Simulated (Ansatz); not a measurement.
C₂H₈ClN₂Nb (`C[N]=[Nb]([CH3])([NH2])[Cl]`), relaxed with RKS PBE0-D4/def2-TZVP in the Gaussian-basis code of Ansatz from a PBE-D4/def2-SVP geometry. The force threshold is 0.005 eV/Å; the program also tests the step.

The species carries charge 0 and has multiplicity 1. Nb: def2 effective core potential.

Start:

```xyz
14

C     2.108   -1.248   -0.387
N     0.837   -0.716   -0.028
Nb   -0.805   -0.230    0.375
C    -1.306    1.108   -1.256
N    -0.576    0.894    1.976
Cl   -2.337   -2.012    0.497
H     2.084   -2.359   -0.459
H     2.883   -0.977    0.366
H     2.446   -0.851   -1.370
H    -2.298    1.577   -1.066
H    -1.378    0.507   -2.191
H    -0.563    1.913   -1.430
H    -1.384    1.260    2.499
H     0.288    1.132    2.474
```

How much energy does the relaxation release, and in how many steps? (Estimate.)

The calculation gave: 1.41 kcal/mol, in 7 steps.

Which bonds change most? (Best estimate.)

The calculation gave: N2–Nb3 from 1.759 to 1.738 Å; Nb3–Cl6 from 2.353 to 2.333 Å; C1–H7 from 1.114 to 1.095 Å; C1–H8 from 1.114 to 1.095 Å.

Give the relaxed structure. (Estimate.)

Ansatz gave: 
```xyz
14

C     2.094   -1.241   -0.383
N     0.825   -0.715   -0.027
Nb   -0.794   -0.222    0.371
C    -1.301    1.102   -1.256
N    -0.570    0.887    1.972
Cl   -2.301   -1.999    0.494
H     2.064   -2.334   -0.455
H     2.848   -0.970    0.364
H     2.419   -0.843   -1.351
H    -2.282    1.558   -1.076
H    -1.361    0.511   -2.178
H    -0.569    1.897   -1.411
H    -1.360    1.262    2.484
H     0.288    1.108    2.453
```
